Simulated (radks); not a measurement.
Question: All-electron atom: Ba I in [Xe] 6s2 (the NIST ground configuration). Calculated with a radial shooting solver on a logarithmic mesh with Libxc functionals: non-relativistic Kohn-Sham, PBE, spin-polarised, spherical densities, point nucleus; relativity is left out, which matters for an element this heavy. Some entries of the table are withheld. Estimate them.

orbital,occ.,eigenvalue (eV),<r> (bohr),<r^2> (bohr^2)
1s,2,-35566.66,0.02713,0.0009841
2s,2,-5469.547,0.1164,0.01590
2p,6,-5160.883,0.09900,(1)
3s,2,-1153.865,0.3063,0.1070
3p,6,-1021.859,0.2964,0.1016
3d,10,-776.1947,0.2671,0.08405
4s,2,(2),0.7037,0.5582
4p,6,-177.1893,0.7282,0.6024
4d,10,-93.4166,0.7958,0.7349
5s,2,-31.4030,1.708,3.276
5p,6,-18.9500,1.937,4.256
6s,2,-3.1344,4.951,27.65

Answer: 
(1) 2p <r^2> (bohr^2): 0.01190
(2) 4s eigenvalue (eV): -225.3788
